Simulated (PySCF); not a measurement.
Molecule: `O=C1C[C@@H](Cl)C[C@H](F)O1`, C₅H₆ClFO₂.

Geometry (Å), atoms numbered from 1 in this order:
```xyz
15

O    -1.3419    2.5182   -0.4254
C    -0.7171    1.5134   -0.2772
C    -1.3754    0.1521   -0.1311
C    -0.4738   -0.9217    0.4522
Cl   -1.2150   -2.5383    0.2095
C     0.8836   -0.8606   -0.2315
C     1.4585    0.5231    0.0462
F     1.6900    0.6312    1.4008
O     0.6402    1.5757   -0.3330
H    -2.2850    0.2805    0.4578
H    -1.6837   -0.1378   -1.1420
H    -0.3584   -0.7995    1.5326
H     1.5627   -1.6135    0.1676
H     0.7814   -1.0043   -1.3080
H     2.4294    0.6894   -0.4404
```

Frames of a GFN2-xTB Langevin trajectory at 300 K; GIAO PBE0/pcSseg-1 shieldings in PySCF 2.14.0 with density-fitted response routines, gas phase, non-relativistic; equivalent atoms averaged within each frame.

δ = σ(ref) − σ, references computed at the same level: ¹⁷O (σref 336.08) against H2O; ¹³C (σref 186.93), ¹H (σref 31.72) against TMS; ³⁵Cl (σref 949.78) vs HCl; ¹⁹F (σref 170.95) vs CFCl3. The references are static minima.

How do the shifts (ppm) fluctuate along the trajectory?

## Answers


```
         time (fs)     O1     O9     C2     C7    C6    C4    C3  Cl5      F8   H15
               250  490.5  259.2  172.0  108.4  42.8  40.0  39.9  149  -130.3  7.41
               425  500.5  262.4  170.0  109.3  44.7  75.2  48.3  321  -140.1  5.70
               625  504.2  249.2  166.2  107.8  45.6  57.2  45.8  219  -143.4  7.00
               800  483.3  247.0  165.8  105.4  43.3  50.5  43.6  176  -122.8  6.04
              1000  471.1  249.6  166.4  113.5  34.5  54.3  52.1  188  -104.6  7.56
    mean of frames  489.9  253.5  168.1  108.9  42.2  55.4  45.9  211  -128.2  6.74
standard deviation   13.4    6.9    2.8    2.9   4.4  12.8   4.6   66    15.5  0.83
```

5 frames give an uncertainty of the mean of about the standard deviation over 2.2 at best, since frames this close in time may not be independent; classical motion lacks zero-point vibration, and the reference would need the same averaging.
